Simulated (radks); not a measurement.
Values are calculated unless marked as measured or tabulated.
The mean radii <r> (bohr) of the occupied orbitals of an atom or ion are listed with their occupations. Level of theory: Dirac Kohn-Sham, PBEsol, spin-unpolarised, spherical densities, finite nucleus; Fermi nuclear charge, rms radius of each element as measured or else 0.836 A^(1/3) + 0.57 fm (a radial shooting solver on a logarithmic mesh with Libxc functionals).

orbital  occ.      <r>
1s1/2       2  0.03708
2s1/2       2   0.1624
2p1/2       2   0.1387
2p3/2       4   0.1431
3s1/2       2   0.4586
3p1/2       2   0.4551
3p3/2       4   0.4656
3d3/2       4   0.4504
3d5/2       6   0.4539
4s1/2       2    1.203
4p1/2       2    1.323
4p3/2       4    1.351
4d3/2     0.4    1.828
4d5/2     0.6    1.840
7d3/2     0.4    13.94
7d5/2     0.6    13.95

Name the element and its charge. Open shells, if any, are shared by 2j + 1.

Answer. Z = 40, zirconium, charge +2: Zr2+ in [Kr] 4d1 7d1. The 1s radius gives Z: for a bare nucleus <r> = (2 gamma + 1)/(2Z) with gamma = sqrt(1 - (Z/c)^2), 0.03641 bohr for Z = 40, and screening makes it slightly larger (0.03708 here). The occupations add up to 38, and the charge is Z minus that.
